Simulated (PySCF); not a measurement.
CH₄NO, SMILES NC=[OH+], charge +1.

Geometry: PBE-D3(BJ)/def2-TZVP. The isomer is the one that the SMILES or the coordinates give; other isomers of the formula were not compared. Other conformers were not sampled.

Method: ωB97X/def2-TZVPD (PySCF).

The molecule is in vacuum.

```
Item                                                              Result
------------------------------------------------  ----------------------
total energy                                          -170.24853 hartree
point group                                                           Cs
highest occupied level                                         -18.46 eV
lowest empty level                                              -4.83 eV
orbital gap                                                     13.63 eV
dipole moment about the centre of nuclear charge                  2.72 D
mean static polarisability                          22.7 bohr³ (3.36 Å³)
polarisability, principal values                  15.5, 22.6, 29.9 bohr³
```
